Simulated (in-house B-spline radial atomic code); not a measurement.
Checks on a self-consistent run for the erbium ion Er²⁺, [Xe] 4f12. Computed with an all-electron radial atomic-structure program (B-spline basis): Dirac-Hartree-Fock, average of configuration, Fermi nucleus of rms radius 5.2516 fm.

| orbital | q | ε (Eh) | <1/r> | <r²> | small-component weight |
| --- | --- | --- | --- | --- | --- |
| 1s1/2 | 2 | -2125.75579 | 77.5399 | 0.000567817 | 0.064778 |
| 2s1/2 | 2 | -362.12631 | 18.6661 | 0.00876407 | 0.01449 |
| 2p1/2 | 2 | -344.11556 | 18.5965 | 0.00634479 | 0.0145 |
| 2p3/2 | 4 | -310.33789 | 16.1435 | 0.00755837 | 0.013318 |
| 3s1/2 | 2 | -83.52564 | 6.84789 | 0.0576057 | 0.0046916 |
| 3p1/2 | 2 | -75.63640 | 6.75026 | 0.053476 | 0.0046183 |
| 3p3/2 | 4 | -68.41267 | 6.12772 | 0.0602117 | 0.0042913 |
| 3d3/2 | 4 | -55.10796 | 5.99497 | 0.047582 | 0.0041482 |
| 3d5/2 | 6 | -53.54634 | 5.84262 | 0.049453 | 0.0040539 |
| 4s1/2 | 2 | -17.85587 | 2.83522 | 0.292225 | 0.0014729 |
| 4p1/2 | 2 | -14.65132 | 2.72326 | 0.306438 | 0.0013891 |
| 4p3/2 | 4 | -13.01282 | 2.52003 | 0.342336 | 0.0012786 |
| 4d3/2 | 4 | -7.71548 | 2.29086 | 0.390355 | 0.001092 |
| 4d5/2 | 6 | -7.41045 | 2.23773 | 0.405402 | 0.0010583 |
| 5s1/2 | 2 | -2.82718 | 1.03122 | 1.84628 | 0.0002752 |
| 5p1/2 | 2 | -1.86547 | 0.912498 | 2.33174 | 0.00022045 |
| 5p3/2 | 4 | -1.65599 | 0.840915 | 2.67924 | 0.00019151 |
| 4f5/2 | 5.1429 | -1.03505 | 1.68752 | 0.8017 | 0.00065048 |
| 4f7/2 | 6.8571 | -0.98897 | 1.65981 | 0.839721 | 0.00063364 |

Electron-electron repulsion V_ee = 4832.1064 hartree.

(1) What total energy follows from the eigenvalues?

(2) Does the Dirac virial theorem hold?

(3) What diamagnetic shielding (Lamb formula) and susceptibility (Langevin formula) do the radii give?

## Answers

(1) The eigenvalues count the repulsion twice, so E = Σqε - V_ee = -8259.536 - 4832.106 = -13091.642 hartree; the run printed -13091.642.

(2) For a point nucleus E = -2c²Σq·w, with w the small-component weight. Here Σq·w = 0.34851 and c = 137.0360, so the ratio E/(-2c²Σq·w) is 1.000176; the finite nucleus accounts for the departure from 1.

(3) σ = (α²/3)Σq<1/r> = 476.02/(3·137.036²) = 8449.6 ppm, and χ = -0.79199×10⁻⁶·Σq<r²> = -28.93×10⁻⁶ cm³/mol with Σq<r²> = 36.526 bohr². Both are non-relativistic formulas without the paramagnetism of open shells; for so heavy an element the full relativistic shielding is larger by tens of per cent.
